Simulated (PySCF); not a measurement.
HCl$_{2}$Ge (SMILES [Cl][GeH][Cl]), doublet, geometry from GFN2-xTB. Base run: PySCF with DF-MN15/cc-pVTZ.

The PySCF input:
```python
from pyscf import gto, scf, dft

mol = gto.Mole()
mol.atom = '''
    Cl   -0.52382962   -1.71635521   -0.35222265
    Ge    0.50980526    0.01171883    0.42282189
    Cl   -0.54790634    1.69400340   -0.41771353
    H     1.90574293    0.00497817   -0.44138541
'''
mol.basis = 'cc-pvtz'
mol.spin = 1
mol.verbose = 5
mol.build()

mf = dft.UKS(mol)
mf.xc = 'mn15'
mf = mf.density_fit(auxbasis='def2-universal-jkfit')
mf.kernel()
mf.analyze()
```

The base run was repeated with changes; each row names its change, and settings that it needs were set with it.

```csv
change,ΔE vs base (µEh),grid points,electrons on the grid,outcome
base,0.0,68208,67.00000,converged
grids.prune = dft.gen_grid.treutler_prune,0.8,65776,67.00000,converged
grids.radi_method = delley,-1055,70528,67.00000,converged
small_rho_cutoff = 0,0.0,68208,67.00000,converged
"grids.atom_grid = (30, 110)",-115,9768,67.00054,converged
"grids.atom_grid = (50, 194)",-4430,25400,67.00000,converged
grids.prune = off,0.6,123600,67.00000,converged
grids.prune = dft.gen_grid.sg1_prune,-,-,-,input refused
"grids.atom_grid = (150, 974)",4.5,301440,67.00000,converged
grids.becke_scheme = stratmann,-5.5,68208,67.00000,converged
grids.level = 4,-4.2,103280,67.00000,converged
```

Open shells are given as the SCF converged; they aren't shown to be the lowest states, and a large step between rows can be another state.

- grids.prune = dft.gen_grid.sg1_prune: ended with `IndexError: index 32 is out of bounds for axis 0 with size 19`
